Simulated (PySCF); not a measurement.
B3LYP has the VWN-RPA correlation part, as in Gaussian. Delta-SCF ions had no search for a lower state. Excitations are Tamm–Dancoff values on a coarser integration grid. The basis has no diffuse functions, so Rydberg states are missing or too high.

## H3FSi3, SMILES `F[SiH]1[SiH]=[SiH]1` (charge 0, multiplicity 1)

The numbers are results of B3LYP-D3(BJ)/def2-TZVP (PySCF 2.14.0), not measurements.

```yaml
HOMO: -6.31 eV
dipole_moment: 1.81 D
HOMO–LUMO gap: 4.23 eV
LUMO: -2.08 eV
S1 excitation (TDA): 3.88 eV
S1 oscillator strength: 0.043
T1 excitation (TDA): 2.37 eV
S1–T1 gap (TDA): 1.51 eV
vertical ionisation energy (Delta-SCF): 8.39 eV
total_energy: -26401.84 eV
cost: roughly 100 core-seconds
```

```xyz
7

F      1.8182    -0.1919     1.5773
Si     1.0666    -0.2043     0.1496
Si    -0.6628     1.1952    -0.3121
Si    -1.0937    -0.8745    -0.0671
H      2.1570    -0.5426    -0.7923
H     -1.1715     2.5722    -0.5456
H     -2.1137    -1.9541    -0.0098
```
Charge 0, spin multiplicity 1.
